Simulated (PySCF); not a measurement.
# Electron correlation in Ni (nickel, neutral)

Starting occupation: [Ar] 3d10. All numbers are calculated (PySCF 2.14, X2C-1e with screened-nucleus spin-orbit coupling, Gaussian nucleus, in x2c-TZVPall-2c with one added diffuse shell each of s, p, d type (7s8p5d1f, 63 functions)). Frozen: [Ne]; 18 electrons correlated; the 6 highest virtual spinors left out.

MP2 pair energies summed by pair of shells (mhartree):

```
       pair   energy  share (%)
3d3/2-3d5/2  -247.40       30.4
3d5/2-3d5/2  -167.03       20.5
3d5/2-3p3/2   -82.24       10.1
3d3/2-3d3/2   -68.01        8.4
3d3/2-3p3/2   -56.29        6.9
3d5/2-3p1/2   -41.76        5.1
3d5/2-3s1/2   -28.24        3.5
3d3/2-3p1/2   -26.38        3.2
3p1/2-3p3/2   -23.89        2.9
3p3/2-3p3/2   -23.15        2.8
3d3/2-3s1/2   -18.85        2.3
3p3/2-3s1/2   -14.12        1.7
3p1/2-3s1/2    -7.06        0.9
3p1/2-3p1/2    -5.55        0.7
3s1/2-3s1/2    -3.33        0.4
```

Total MP2 correlation energy: -813.30 mhartree.

This basis was not built for core-valence correlation, so the inner-shell part is incomplete.
